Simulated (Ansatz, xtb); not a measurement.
**Relaxing a trial structure of FGa2O**

The starting geometry of this gas-phase doublet was built from a drawn formula by distance geometry and a force field; its bonds are those of `[O][Ga]([F])[Ga]`.

```xyz
4

F     0.6706    2.6341    2.1114
Ga   -0.0726    1.6465    0.8060
Ga    1.7578   -0.0781    0.1372
O    -1.6386    2.1218    0.5471
```

Problem. Predict what becomes of its bonds when it is optimised with r2SCAN-D4/def2-SVP.

Solution. A new bond forms, giving a structure with F1 bridging Ga2 and Ga3, given below by its coordinates. Distances that change by over a tenth: F1–Ga2 (1.80 → 2.06 Å). Contacts that close: F1–Ga3 (3.53 → 1.94 Å).

The energy falls by 0.91 eV over 13 steps:

```
step  E − E(last) (eV)
   1             0.910
   2             0.714
   4             0.577
   5             0.556
   6             0.504
   8             0.165
   9             0.068
  10             0.016
  12             0.000
  13             0.000
```

Final geometry (Å):

```yaml
atoms:
  - { symbol: F, position_ang: [1.1375, 1.9573, 1.6908] }
  - { symbol: Ga, position_ang: [-0.4897, 1.5046, 0.5181] }
  - { symbol: Ga, position_ang: [2.0089, 0.4859, 0.7723] }
  - { symbol: O, position_ang: [-1.9396, 2.3766, 0.6206] }
```

From the same start GFN2-xTB ends elsewhere, in pieces: FGa + GaO.

The end wasn't checked by frequencies. Open shells are spin-unrestricted. Run with Ansatz 0.2.0, 78 s on 2 threads of Intel(R) Xeon(R) Platinum 8259CL CPU @ 2.50GHz (Skylake/Cascade Lake), on a shared host.
